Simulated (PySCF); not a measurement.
CH₃Cl₂Ga. Atoms are numbered in the order given.

```xyz
7

Ga     0.2282    -0.0861     0.1518
Cl    -1.5402    -1.2797    -0.0746
Cl     0.1224     1.8141    -0.8393
C      1.7898    -0.6747     1.1441
H      2.2475     0.1753     1.6690
H      2.5260    -1.0829     0.4348
H      1.5160    -1.4595     1.8621
```

The structure is a stationary point at PBE0-D3(BJ)/def2-SVP. The structure was generated by enumeration; whether it is a known compound was not checked.

Level of theory: PBE0-D3(BJ)/def2-SVP (PySCF 2.14.0).

Frequencies are harmonic and unscaled.

A small imaginary wavenumber (i) marks a very flat motion, where grid noise or a shallow saddle decides the sign.

Computed vibrational spectrum:
| mode | ν (cm⁻¹) | IR (km/mol) | moving atoms (share of kinetic energy) |
|---|---|---|---|
| 1 | 4i | 0.1 | H 98 % |
| 2 | 134 | 8.1 | Cl 72 %, Ga 20 % |
| 3 | 135 | 3.5 | C 41 %, H 25 %, Cl 23 %, Ga 12 % |
| 4 | 142 | 6.3 | Ga 48 %, Cl 20 %, C 18 %, H 15 % |
| 5 | 396 | 23.6 | Cl 78 %, Ga 13 % |
| 6 | 443 | 80.5 | Cl 60 %, Ga 40 % |
| 7 | 604 | 30.0 | C 59 %, Ga 22 %, H 18 % |
| 8 | 719 | 26.7 | H 81 %, C 17 % |
| 9 | 764 | 53.5 | H 80 %, C 18 % |
| 10 | 1219 | 5.1 | H 80 %, C 20 % |
| 11 | 1421 | 3.0 | H 96 % |
| 12 | 1423 | 5.0 | H 95 % |
| 13 | 3070 | 0.1 | H 97 % |
| 14 | 3180 | 0.1 | H 91 %, C 9 % |
| 15 | 3202 | 0.0 | H 90 %, C 10 % |
